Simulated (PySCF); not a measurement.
Start geometry of W(NH)2Cl2, `[NH]=[W](=[NH])([Cl])[Cl]` from GFN2-xTB (Å):
```
atom  x, y, z in Å
W1    -0.281   -0.071   -0.228
N2    -0.387   -0.030    1.528
H3    -0.202   -0.037    2.501
N4     1.419    0.009   -0.878
H5     2.322   -0.024   -1.021
Cl6   -1.398    1.824   -0.967
Cl7   -1.381   -1.773   -1.004
```

Problem. What comes out of this run: PBE0-D3(BJ)/def2-SVP geometry optimisation, gas phase, def2 core potentials past Kr in PySCF?

Solution. 
```
atom  x, y, z in Å
W1    -0.3655    0.0196   -0.3088
N2    -0.4669   -0.0953    1.4218
H3    -0.1088   -0.1679    2.3701
N4     1.3020   -0.0179   -0.7910
H5     2.3062   -0.0642   -0.6444
Cl6   -1.2020    2.0634   -0.9237
Cl7   -1.3731   -1.8398   -1.1926
```

The energy falls by 17.8 kcal/mol over 17 energy and gradient evaluations, the largest force component goes from 0.1889 to 4.4e-04 Eh/bohr, and the atoms move by 0.186 Å rms after alignment. The bond that changes most is W1–Cl7 (ends: tungsten bonded to 2 Cl and 2 N; chlorine bonded to W), which lengthens by 0.123 Å. Bonds longer at the end by more than 0.005 Å: 3 of 6; shorter: 3. Among the angles that change most is W1–N4–H5, from 167.3° to 155.5°. Rotational constants go from 2336, 1687, 1363 to 2672, 1523, 1284 MHz. The orientation of the end geometry is arbitrary; only internal coordinates are fixed.

The run used 106 basis functions and 125 SCF cycles in all. On Arm Neoverse N1, one thread, no GPU, shared host, this took 3.0 min of wall time and 0.41 GiB of memory at its peak.

Stationary, but not proved a minimum.
